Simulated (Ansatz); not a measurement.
```tsv
atom	x (Å)	y (Å)	z (Å)
Ag	-0.0043	-0.0067	-0.0398
H	0.0094	-0.0017	1.5908
```

Basis set: STO-3G (spherical functions). Frozen core: 14 orbitals. Charge 0, multiplicity 1.

Computed with Ansatz (development build ahead of 0.2.0); each method stands on the lowest determinant of its kind that the runs found. Restricted open shells among the atoms or ions are ROHF, correlated in semicanonical orbitals with singles.

(1) Give the atomization energy at this shape (free ground-state atoms in the same class of orbitals less the molecule, no zero-point energy) of singlet AgH by RHF-MP2, RHF.

## Answers

(1)

```tsv
method	atomization energy
RHF-MP2	1.55 eV
RHF	1.08 eV
```

Caution: the shape is not the minimum.

This basis has no polarisation functions and is too small for such energies, which can lie far from measured ones in either direction.
